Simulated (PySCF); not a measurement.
Species: CHBr₂F.
SMILES: `FC(Br)Br`

Level: B3LYP/def2-SVPD in PySCF, non-relativistic, on one gas-phase PBE0-D3(BJ)/def2-SVP geometry that isn't relaxed in the solvent. The solvent is an IEF-PCM continuum (Bondi radii, 1.10 Å for H, scaled by 1.2), and excitations are vertical TDDFT with non-equilibrium linear response and a frozen core. Specific hydrogen bonds and non-electrostatic terms are outside this model. Spin–orbit coupling is left out although an atom past zinc is present.

Gas-phase singlets (H = HOMO, L = LUMO):

| state | E (eV) | λ (nm) | f | leading configurations |
| --- | --- | --- | --- | --- |
| S1 | 5.349 | 232 | 0.022 | H→L 96% |
| S2 | 5.662 | 219 | 0.006 | H-1→L 97% |
| S3 | 5.711 | 217 | 0.001 | H-2→L 98% |
| S4 | 6.217 | 199 | 0.000 | H-3→L 87%, H→L+1 12% |
| S5 | 6.533 | 190 | 0.001 | H→L+1 87%, H-3→L 11% |

Task: What are the lowest 5 singlets in chloroform (ε = 4.711)?

Result: 
| state | E (eV) | λ (nm) | f | leading configurations | change by rank (eV) |
| --- | --- | --- | --- | --- | --- |
| S1 | 5.400 | 230 | 0.032 | H→L 97% | +0.051 |
| S2 | 5.714 | 217 | 0.007 | H-1→L 97% | +0.052 |
| S3 | 5.737 | 216 | 0.002 | H-2→L 98% | +0.026 |
| S4 | 6.282 | 197 | 0.000 | H-3→L 87%, H→L+1 12% | +0.065 |
| S5 | 6.604 | 188 | 0.002 | H→L+1 87%, H-3→L 11% | +0.071 |

Task: Give the list for methanol (ε = 32.61), n² = 1.77.

Result: 
```tsv
state	E (eV)	λ (nm)	f	leading configurations	change by rank (eV)
S1	5.433	228	0.030	H→L 97%	+0.084
S2	5.742	216	0.007	H-1→L 97%	+0.080
S3	5.756	215	0.002	H-2→L 98%	+0.045
S4	6.315	196	0.000	H-3→L 87%, H→L+1 11%	+0.098
S5	6.637	187	0.002	H→L+1 87%, H-3→L 11%	+0.104
```

Task: The ground-state energy changes by -0.121 eV from gas to methanol. By how much does the total energy of gas-phase S1 change?

Result: E(S1) = E(S0) + excitation energy, so it changes by -0.121 + 0.084 = -0.037 eV: it is lowered less than the ground state, which is what a blue shift means. This is the vertical state, with the slow part of the continuum still set for S0.

Task: How do the frontier levels move from gas to methanol?

Result: 
| orbital | gas (eV) | solvent (eV) | change (eV) |
| --- | --- | --- | --- |
| LUMO+2 | 0.25 | 0.46 | +0.21 |
| LUMO+1 | -0.57 | -0.38 | +0.19 |
| LUMO | -1.74 | -1.56 | +0.18 |
| HOMO | -8.17 | -8.09 | +0.08 |
| HOMO-1 | -8.56 | -8.47 | +0.09 |
| HOMO-2 | -8.61 | -8.48 | +0.13 |
| HOMO-3 | -9.13 | -9.05 | +0.08 |

The HOMO–LUMO gap goes from 6.43 to 6.53 eV. Rows go by rank; for HOMO-2 and HOMO-1 the atom shares or the degeneracy differ between the runs, so the row needn't follow one orbital.

The run took about 21 s of CPU time (one thread, shared machine). This is the whole response run at B3LYP/def2-SVPD in methanol, SCF included.
